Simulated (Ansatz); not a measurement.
One change: `C[O][In]([CH3])[SH]` becomes `[CH3][In]([SH])[SiH2]O`.

Ansatz, PBE0-D4/def2-TZVP geometries, multiplicity 1. Each molecule was computed in one conformer, which needn't be the lowest.

Elements past krypton have def2 core potentials.

```json
{"property": "HOMO energy (ωB97M-V/def2-TZVPP) / eV", "`C[O][In]([CH3])[SH]`": "-9.42"}
{"property": "HOMO energy (PBE0/def2-TZVPP) / eV", "`C[O][In]([CH3])[SH]`": "-7.15"}
{"property": "HOMO–LUMO gap (ωB97M-V/def2-TZVPP) / eV", "`C[O][In]([CH3])[SH]`": "9.98"}
{"property": "LUMO energy (ωB97M-V/def2-TZVPP) / eV", "`C[O][In]([CH3])[SH]`": "0.56"}
{"property": "size of the dipole moment (PBE/def2-TZVPP) / D", "`C[O][In]([CH3])[SH]`": "2.51"}
{"property": "LUMO energy (PBE/def2-TZVPP) / eV", "`C[O][In]([CH3])[SH]`": "-1.77"}
```

Q: What does the change do to each property? (Best estimate.)

A: The calculation gave: 
```tsv
property	`[CH3][In]([SH])[SiH2]O`	shift
HOMO energy (ωB97M-V/def2-TZVPP) / eV	-9.13	0.29
HOMO energy (PBE0/def2-TZVPP) / eV	-7.13	0.02
HOMO–LUMO gap (ωB97M-V/def2-TZVPP) / eV	9.05	-0.93
LUMO energy (ωB97M-V/def2-TZVPP) / eV	-0.08	-0.64
size of the dipole moment (PBE/def2-TZVPP) / D	2.16	-0.35
LUMO energy (PBE/def2-TZVPP) / eV	-2.29	-0.52
```

Dipoles are sizes alone; their direction can turn.
